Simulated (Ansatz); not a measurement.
The same path of FH + H8Si3 (13 atoms, charge 0, multiplicity 1) was run twice with different band settings. Lost on the way: Si1–Si2, H6–F7. Made: Si1–F7, Si2–H6.

The calculation used RKS PBE-D4/def2-SVP in Ansatz.

Relaxed end points:

```xyz
13
Properties=species:S:1:pos:R:3
Si -1.139 0.096 0.391
Si 0.229 -1.801 0.653
H -2.524 -0.410 0.071
H -1.208 0.854 1.687
Si -0.281 1.394 -1.383
H 1.806 0.304 0.928
F 1.641 1.234 0.914
H -0.166 -2.707 1.787
H 0.298 -2.595 -0.623
H 1.658 -1.362 0.942
H 0.982 0.773 -1.915
H -0.013 2.803 -0.942
H -1.283 1.418 -2.509
```

```xyz
13
Properties=species:S:1:pos:R:3
Si -1.051 1.173 0.728
Si 1.079 -2.160 0.576
H -1.484 -0.248 0.977
H -2.203 2.088 1.044
Si -0.315 1.506 -1.483
H 1.425 -0.790 1.089
F 0.180 1.525 1.768
H 0.147 -2.836 1.541
H 0.400 -2.033 -0.761
H 2.332 -2.976 0.422
H 0.894 0.665 -1.787
H 0.027 2.957 -1.693
H -1.430 1.128 -2.422
```

Common settings: movable images 5; climbing image yes; spring 5.0 eV/Å²; optimiser quadratic models (default); force threshold 0.05 eV/Å; iteration limit 60; end points relaxed.

| run | start path |
| --- | --- |
| 1 | through a guess of the saddle point |
| 2 | straight line |

(1) What does each run give, and how far can it be trusted?

Answers

(1) Run 1: converged after 21 iterations, highest image 1.396 eV above the first end. Neighbouring images differ by up to 1.6 eV, so the band resolves the path poorly. A vibrational analysis at the climbing image gives one clearly imaginary mode, 946i cm⁻¹: a first-order saddle point.
Run 2: converged after 17 iterations, highest image 1.397 eV above the first end. Neighbouring images differ by up to 1.3 eV, so the band resolves the path poorly. Another band between the same ends (5 images) ends at a top of the same energy, where a vibrational analysis finds 1 clearly imaginary mode.
The orbitals stay closed-shell, which can raise the energy where a bond breaks towards radicals; this wasn't checked here.
